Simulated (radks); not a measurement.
Effect of the nuclear size on the neon ion Ne2+, [He] 2s2 2p4. All-electron calculation, Dirac Kohn-Sham, BLYP, spin-unpolarised, spherical densities, finite nucleus; open shells fill j = l - 1/2 first; Fermi nuclear charge, rms radius 3.0055 fm. Program: a radial shooting solver on a logarithmic mesh with Libxc functionals. The rms radius is varied about that value; shifts are against it.

rms radius (fm)	total energy shift (eV)	density at nucleus (e/bohr^3)	1s1/2 shift (meV)
2.5396	-0.000344	654.7	-0.139
2.729	-0.000211	654.4	-0.085
3.0055	0	654	0.000
3.1107	0.0000855	653.8	0.035
3.7449	0.000663	652.9	0.268

Slopes of the eigenvalues against <r^2> in GHz/fm^2, as finite differences over the two radii next to the reference (eigenvalue slopes, not the field-shift constants of lines): 1s1/2 13.0.
